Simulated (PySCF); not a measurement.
A geometry optimisation on `C[O][Cd][CH3]` (CdMe(OMe)).

Method: PBE0-D3(BJ)/def2-SVP geometry optimisation, gas phase, def2 core potentials past Kr (PySCF 2.14.0). Start geometry: GFN1-xTB. The input is one job of a driver script: a line of settings, then coordinates in Å.

Input:
```
{"job": {"xc": "PBE0", "basis": "def2-SVP", "d3": "d3bj", "grid": 1, "maxiter": 30, "shake": 0.03, "kind": "geom"}, "charge": 0, "multiplicity": 1}
Cd    -0.561440    -0.121560     0.655110
C     -0.047200    -0.660650     2.588120
H     -0.901160    -1.106440     3.132620
H      0.446540     0.223550     3.125490
H      0.762070    -1.391540     2.431340
O      0.324270     0.128780    -1.160220
C      0.086180     0.598300    -2.425430
H     -0.769660     0.131470    -2.911790
H      0.921280     0.433710    -3.024830
H     -0.136240     1.687620    -2.406010
```

Output:
```
step   0  E = -322.43020185  max force = 0.039780
step   1  E = -322.44208991  max force = 0.011666
step   2  E = -322.44639270  max force = 0.008348
step   3  E = -322.45009540  max force = 0.011233
step   4  E = -322.45076640  max force = 0.005144
step   5  E = -322.45100655  max force = 0.002654
step   6  E = -322.45104935  max force = 0.001538
step   7  E = -322.45107965  max force = 0.000788
step   8  E = -322.45108439  max force = 0.000328
optimisation converged
```

Energies in Eh; «max force» is the largest Cartesian gradient component in Eh/bohr.

How much energy does the optimisation release, in kJ/mol?

E(step 0) − E(last step) = 0.020883 Eh, which is 54.8 kJ/mol.

Give the first gradient maximum in eV/Å.

With 1 Eh/bohr = 51.422 eV/Å, 2.046 eV/Å.

In short: final energy -322.45108 Eh after 8 steps; dipole 1.99 D.

Where do the atoms end?

0.477 Å rms from the input after alignment:
```
atom  x, y, z in Å
Cd1    0.3281   -0.2504    0.5175
C2    -0.0470   -0.6378    2.5348
H3    -1.1193   -0.8285    2.6860
H4     0.2483    0.2235    3.1507
H5     0.5165   -1.5220    2.8658
O6     0.8284    0.0678   -1.3662
C7     0.0172    0.5972   -2.3565
H8    -0.9061    0.0086   -2.5499
H9     0.5700    0.6237   -3.3163
H10   -0.3115    1.6412   -2.1615
```

On one thread of an Intel Xeon 6975P-C (shared host), this took 30 s and 0.42 GiB of memory at its peak.
Labels such as C1 count atoms from 1, the log's own numbers from 0.
